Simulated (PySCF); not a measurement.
**C2H6O3Si3**

The system: C2H6O3Si3, a molecule; neutral, singlet. The structure, one conformer, was relaxed in the gas phase by PBE0-D3(BJ)/def2-SVP. No frequency run checks that it is a minimum.

SMILES: C#C[SiH]1O[SiH2]O[SiH2]O1

```xyz
14

O    -1.265    0.053   -0.779
Si   -1.824   -0.979    0.401
O    -0.495   -1.717    1.076
Si    1.134   -1.609    0.765
O     1.330   -0.501   -0.463
Si    0.265    0.537   -1.196
C     0.548    2.234   -0.578
C     0.734    3.377   -0.203
H    -2.544   -0.209    1.447
H    -2.702   -2.000   -0.226
H     1.648   -2.926    0.311
H     1.838   -1.138    1.985
H     0.432    0.481   -2.663
H     0.895    4.384    0.137
```
Atom numbers follow the order of the file, from 1.

Shieldings: GIAO PBE0/pcSseg-1. Shifts are against computed references at the same level: C TMS (σ 184.4 ppm), H TMS (σ 31.27 ppm), Si TMS (σ 352.0 ppm). Core levels by delta-SCF with SCAN, pcX-2 on the ionised atom and pcseg-1 elsewhere, spin-free X2C (2p3/2 is the spin-free 2p value less a third of a first-order spin-orbit splitting); from the vacuum level, for chosen atoms.

(1) Give the shieldings and core levels atom by atom.

(2) By CAM-B3LYP/def2-SVPD (TDDFT singlets, Tamm-Dancoff triplets, ionisation by delta-SCF), where does absorption start, and what does vertical ionisation take?

Answers

(1) 
```csv
atoms,bonded to,σ (ppm),δ (ppm),core level (eV)
O1 O5,2 Si,240.5,-,1s 538.05
Si2 Si4,2 O + 2 H,384.2,-32.2,2p3/2 108.21
O3,2 Si,250.7,-,1s 538.10
Si6,1 C + 2 O + 1 H,409.9,-57.9,2p3/2 108.33
C7,1 C + 1 Si,96.3,88.1,-
C8,1 C + 1 H,84.5,99.9,-
H9 H12,1 Si,26.01,5.25,-
H10 H11,1 Si,26.07,5.20,-
H13,1 Si,26.41,4.86,-
H14,1 C,28.95,2.32,-
```

Values are those of this one static structure; atoms that internal rotation interchanges would show their mean in an NMR spectrum.

Core levels of C7 are left out, their hole states being strongly spin-contaminated.

(2) The first singlet with intensity lies at 7.61 eV (f 0.016); what lies below it is dark. The lowest singlet lies at 5.93 eV (f 0.000), the strongest of the first 6 at 7.61 eV (f 0.016), the lowest triplet at 4.86 eV; vertical ionisation takes 10.67 eV.
